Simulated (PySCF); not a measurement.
Si(Cl)(F)2(nBu), C₄H₉ClF₂Si, SMILES CCCC[Si](F)(F)Cl (GFN2-xTB optimised geometry):

```
17

C     -2.654     1.180     0.247
C     -1.138     1.088     0.132
C     -0.660    -0.362     0.114
C      0.867    -0.453     0.000
Si     1.529    -2.219     0.000
F      3.131    -2.219     0.000
F      1.242    -2.924     1.409
Cl     0.877    -3.406    -1.451
H     -2.975     2.219     0.259
H     -2.997     0.704     1.163
H     -3.131     0.683    -0.595
H     -0.678     1.610     0.975
H     -0.812     1.587    -0.784
H     -0.987    -0.859     1.030
H     -1.123    -0.881    -0.727
H      1.181     0.068    -0.908
H      1.313     0.094     0.834
```

Calculation: B3LYP/def2-SVP (PySCF).

### Question
What are the frontier orbital energies and the dipole moment?

### Answer
HOMO-2 -9.53 eV, HOMO-1 -9.32 eV, HOMO -8.72 eV, LUMO 0.92 eV, LUMO+1 1.34 eV; dipole moment 2.70 D.

On the same geometry PBE/def2-SVP (PySCF) gives HOMO-2 -8.31 eV, HOMO-1 -8.05 eV, HOMO -7.56 eV, LUMO 0.28 eV, LUMO+1 0.59 eV; dipole moment 2.59 D.

Meta-Löwdin charges at B3LYP/def2-SVP: C1 -0.28, C2 -0.15, C3 -0.15, C4 -0.43, Si5 1.33, F6 -0.46, F7 -0.47, Cl8 -0.24, H9 0.10, H10 0.09, H11 0.09, H12 0.08, H13 0.08, H14 0.09, H15 0.08, H16 0.11, H17 0.12.
